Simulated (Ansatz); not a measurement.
Relaxation of a periodic cell of 23 atoms, H14CO8 (packed as 6 H2O + 1 HCOOH, density as packed 1.05 g/cm³ with natural masses), to a largest force component of 0.3 eV/Å in at most 15 steps.

The calculation used DFT r2SCAN-D3(BJ), scalar-relativistic, plane waves, PAW (Ansatz 0.2.0). Settings: accuracy low, cutoff 500 eV, k mesh 1x1x1, fermi-dirac smearing 0.05 eV, no spin polarisation.

```xyz
23
Lattice="6.2403 0.0000 0.0000 0.0000 6.2403 0.0000 0.0000 0.0000 6.2403" Properties=species:S:1:pos:R:3
O 3.038 2.158 5.131
H 3.954 2.232 4.825
H 3.087 1.528 5.865
O 5.441 5.307 2.309
H 5.460 6.137 2.808
H 5.541 4.623 2.987
O 3.692 2.576 2.786
H 4.191 3.403 2.863
H 3.945 2.230 1.918
O 1.864 3.873 1.274
H 1.865 2.958 0.955
H 1.604 3.796 2.204
O 5.373 3.530 5.705
H 5.776 4.390 5.515
H 6.033 2.890 5.400
O 1.101 0.970 3.845
H 0.942 1.137 4.786
H 0.232 1.089 3.436
O 0.868 0.472 1.246
C 2.182 0.733 1.416
O 3.086 -0.014 1.108
H 0.819 -0.416 0.835
H 2.301 1.721 1.875
```

**Question.** Where does it end, and by what steps?

**Answer.** The forces met the threshold. The threshold is loose, so the end isn't yet a minimum. The force dipped under the threshold on the way, but the program's further checks kept it going. Limits of this set-up: coarse k mesh, low accuracy level. After 14 steps the energy has fallen by 4.178 eV; H18 moved furthest, 1.40 Å.

```tsv
step	energy less start (eV)	largest force component (eV/Å)	accepted
0	0.0000	1.482	yes
1	-1.0278	1.818	yes
2	-1.6283	2.810	yes
3	-2.1857	2.692	yes
4	-2.6291	2.996	yes
5	-3.0935	1.666	yes
6	-3.3956	1.162	yes
7	-3.6240	0.844	yes
8	-3.8119	1.045	yes
9	-3.9809	0.775	yes
10	-4.1113	0.318	yes
11	-4.1519	0.172	yes
12	-4.1582	0.593	yes
13	-4.1782	0.186	yes
14	-4.1782	0.186	yes
```

```xyz
23
Lattice="6.2403 0.0000 0.0000 0.0000 6.2403 0.0000 0.0000 0.0000 6.2403" Properties=species:S:1:pos:R:3
O 2.711 2.195 4.931
H 3.133 2.531 4.103
H 3.364 1.647 5.383
O 5.763 4.604 3.190
H 5.880 5.565 3.170
H 5.852 4.360 4.125
O 3.724 3.027 2.579
H 4.519 3.612 2.691
H 3.968 2.205 2.115
O 1.869 3.736 0.727
H 2.249 3.285 -0.067
H 2.498 3.566 1.469
O 5.555 3.387 5.794
H 4.880 3.957 6.180
H 6.307 3.457 6.410
O 0.177 1.130 3.983
H 1.095 1.312 4.252
H -0.332 1.744 4.535
O 1.092 -0.147 0.934
C 1.945 0.790 1.197
O 3.165 0.681 1.183
H 1.543 -1.056 0.768
H 1.439 1.737 1.440
```

The run took 77 s on 1 thread of Intel(R) Xeon(R) 6975P-C (Granite Rapids), with other jobs on the host, peak memory 0.59 GiB.
